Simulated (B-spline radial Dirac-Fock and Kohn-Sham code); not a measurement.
# Anomalous scattering factors of Ti, 4.5109 keV to 71.8 keV

Method: the dispersion relation over Dirac-Hartree-Slater subshell photoionisation cross sections, with the Kissel-Pratt high-energy constant (isolated atom, no bound-bound lines or fine structure). Computed with an atomic code on a B-spline grid. The forward scattering factor is f₀ + f′ + i f″.

Edges near this range: K 4966.0 eV.

```
hν (eV)   λ (Å)  f′ (e)  f″ (e)  tabulated f′  tabulated f″
 4510.9   2.749  -2.235   0.549         -2.33          0.50
 5414.7   2.290  -1.656   3.497         -1.63          3.42
   5620   2.206  -1.193   3.299         -1.19          3.22
   6000   2.066       ?       ?             ?             ?
 6403.9   1.936  -0.331   2.672         -0.35          2.63
 6930.3   1.789  -0.062   2.348         -0.08          2.31
 8047.8   1.541   0.221   1.830          0.20          1.80
 9251.7   1.340   0.337   1.441          0.32          1.42
   9561   1.297   0.352   1.361          0.33          1.34
  10600   1.170   0.376   1.135          0.36          1.11
  12000   1.033   0.375   0.909          0.36          0.88
  15000  0.8266   0.329   0.604          0.32          0.58
  16640  0.7451   0.298   0.497          0.29          0.48
  16650  0.7446   0.298   0.497          0.29          0.48
17479.3  0.7093   0.283   0.453          0.27          0.44
22162.9  0.5594   0.210   0.288          0.20          0.28
24209.8  0.5121   0.185   0.242          0.18          0.24
  30000  0.4133   0.130   0.158          0.13          0.15
  39760  0.3118   0.073   0.090          0.07          0.09
  40000  0.3100   0.072   0.089          0.07          0.09
  43760  0.2833   0.058   0.074          0.05          0.07
  52390  0.2367   0.034   0.051          0.03          0.05
  54950  0.2256   0.028   0.046          0.03          0.04
  56310  0.2202   0.025   0.044          0.02          0.04
  71800  0.1727   0.003   0.026          0.00          0.03
```

Q: What are f′ and f″ at 6000 eV?

A: f′ = -0.667 and f″ = 2.969 electrons (tables: -0.68 and 2.91). By the optical theorem f″ corresponds to a photoabsorption cross section 2 rₑ λ f″ = 34600 b.

Tabulated f′: xraylib 4.2 anomalous scattering factors (Cullen et al., EPDL97); f″: Chantler's tables (J. Phys. Chem. Ref. Data 1995 and 2000). Both are theoretical tables.
